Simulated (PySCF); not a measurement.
**Radial density of P²⁺ (phosphorus, charge +2)**

UHF, [Ne] 3s1 3p2, high-spin 4P determinant (an excited configuration). Computed with PySCF 2.14 in aug-cc-pCVTZ-DK (8s7p5d3f, 75 functions), with scalar relativity by spin-free X2C-1e.

```json
{"r (bohr)": "0.00136", "4πr²ρ (e/bohr)": "0.05983", "4πr²(ρα − ρβ)": "0.0002"}
{"r (bohr)": "0.00229", "4πr²ρ (e/bohr)": "0.1567", "4πr²(ρα − ρβ)": "0.0006"}
{"r (bohr)": "0.00386", "4πr²ρ (e/bohr)": "0.4065", "4πr²(ρα − ρβ)": "0.0015"}
{"r (bohr)": "0.00649", "4πr²ρ (e/bohr)": "1.029", "4πr²(ρα − ρβ)": "0.0037"}
{"r (bohr)": "0.0109", "4πr²ρ (e/bohr)": "2.484", "4πr²(ρα − ρβ)": "0.0090"}
{"r (bohr)": "0.0184", "4πr²ρ (e/bohr)": "5.513", "4πr²(ρα − ρβ)": "0.0198"}
{"r (bohr)": "0.0309", "4πr²ρ (e/bohr)": "10.59", "4πr²(ρα − ρβ)": "0.0374"}
{"r (bohr)": "0.0519", "4πr²ρ (e/bohr)": "15.94", "4πr²(ρα − ρβ)": "0.0552"}
{"r (bohr)": "0.0873", "4πr²ρ (e/bohr)": "16.36", "4πr²(ρα − ρβ)": "0.0639"}
{"r (bohr)": "0.147", "4πr²ρ (e/bohr)": "11.52", "4πr²(ρα − ρβ)": "0.1292"}
{"r (bohr)": "0.247", "4πr²ρ (e/bohr)": "12.84", "4πr²(ρα − ρβ)": "0.3624"}
{"r (bohr)": "0.416", "4πr²ρ (e/bohr)": "15.65", "4πr²(ρα − ρβ)": "0.3053"}
{"r (bohr)": "0.699", "4πr²ρ (e/bohr)": "6.738", "4πr²(ρα − ρβ)": "-0.0045"}
{"r (bohr)": "1.18", "4πr²ρ (e/bohr)": "1.914", "4πr²(ρα − ρβ)": "1.3317"}
{"r (bohr)": "1.98", "4πr²ρ (e/bohr)": "1.613", "4πr²(ρα − ρβ)": "1.6083"}
{"r (bohr)": "3.33", "4πr²ρ (e/bohr)": "0.2236", "4πr²(ρα − ρβ)": "0.2236"}
{"r (bohr)": "5.60", "4πr²ρ (e/bohr)": "0.002363", "4πr²(ρα − ρβ)": "0.0024"}
{"r (bohr)": "9.41", "4πr²ρ (e/bohr)": "1.027e-05", "4πr²(ρα − ρβ)": "0.0000"}
```

Densities and radii are taken from the X2C orbitals without a picture-change correction, which distorts them close to the nucleus.

Q: Where is the radial spin density 4πr²(ρα − ρβ) most negative, and why is it negative at all?

A: Around r = 0.699 bohr, down to -0.0045 e/bohr: exchange with the open shell polarises the paired shells in an unrestricted calculation.
